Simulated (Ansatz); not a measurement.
```json
{"atom": "C", "x (Å)": "0.0000", "y (Å)": "0.0000", "z (Å)": "-0.6121"}
{"atom": "C", "x (Å)": "0.0000", "y (Å)": "0.0000", "z (Å)": "0.6121"}
{"atom": "H", "x (Å)": "0.0000", "y (Å)": "-0.8567", "z (Å)": "-1.1411"}
{"atom": "H", "x (Å)": "0.0000", "y (Å)": "0.8567", "z (Å)": "-1.1411"}
{"atom": "H", "x (Å)": "0.0000", "y (Å)": "-0.8567", "z (Å)": "1.1411"}
{"atom": "H", "x (Å)": "0.0000", "y (Å)": "0.8567", "z (Å)": "1.1411"}
```

Basis set: 6-31G* (spherical functions). Left uncorrelated: 2 orbitals. Charge 0, multiplicity 1.

Computed with Ansatz (development build ahead of 0.2.0); each method stands on the lowest determinant of its kind that the runs found. Restricted open shells among the atoms or ions are ROHF, correlated in semicanonical orbitals with singles.

Question: Give the atomization energy at this shape (free ground-state atoms in the same class of orbitals less the molecule, no zero-point energy) of singlet C₂H₄ by RHF-MP2, RHF.

Answer:

```csv
method,atomization energy
RHF-MP2,2070.3 kJ/mol
RHF,1718.5 kJ/mol
```

Caution: no unrestricted run beside it, a lower state can exist; the shape is not the minimum.
